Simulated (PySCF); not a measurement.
Input file for PySCF: R-HF/STO-3G on GeH4O (SMILES [OH][GeH3]), a point of a bond scan (R = 0.866 Å).

```python
from pyscf import gto, scf, dft, mp
from pyscf.data.elements import chemcore

mol = gto.M(
    atom='''
    Ge   -0.32903929    0.06812490    0.07330265
    O     1.35705815   -0.35716009   -0.37168713
    H    -0.54453814   -0.15512316    1.58391604
    H    -1.18632723   -0.88517582   -0.76517759
    H    -0.60848715    1.54275960   -0.28108933
    H     1.94663608    0.12162495    0.04397813
    ''',
    basis='sto-3g',
    charge=0, spin=0, verbose=3, max_memory=1800)
mf = scf.RHF(mol)
mf.conv_tol = 1e-8
mf.max_cycle = 100
mf.kernel()
if not mf.converged:
    mf = mf.newton().run(mf.mo_coeff, mf.mo_occ)
```

It printed:

```
converged SCF energy = -2127.89835574899
```

The run converged.

Cost: roughly 0.17 core-seconds.
